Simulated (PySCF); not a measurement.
Isomers of B2H6NP. Theory: PBE0-D3(BJ)/def2-SVP geometry optimisation, gas phase (PySCF 2.14.0). One conformer each; no zero-point energy, no entropy. No frequencies were run at this level. Point groups hold within 0.08 Å.

Task: Rank from lowest to highest electronic energy at this level (kJ/mol).
A. `[BH2:1][PH:2][BH:3][NH2:4]` with H–B1–P2–B3 -157° and 29°, B1–P2–B3–N4 -27°
B. `[BH2:1][NH:2][BH:3][PH2:4]` with B1–N2–B3–P4 175°, N2–B3–P4–H 41° and 139°

Result: B (0.0), A (51.5).

```
SMILES      E (Eh)  E rel (kJ/mol)  dipole (D)  point group      A, B, C (MHz)
  BNBP  -449.01383             0.0        1.40            –  32054, 2348, 2218
  BPBN  -448.99421            51.5        2.31           C1  11889, 3605, 2808
```

Task: How do the relative energies change in single points at B3LYP/pcSseg-2 (no added dispersion term) on the same geometries?

Result: 
```csv
SMILES,PBE0-D3(BJ)/def2-SVP (kJ/mol),B3LYP/pcSseg-2 (kJ/mol),shift
BNBP,0.0,0.0,0.0
BPBN,51.5,55.9,+4.4
```

Each column counts from its own lowest isomer. The order is unchanged; the largest shift is 4.4 kJ/mol.
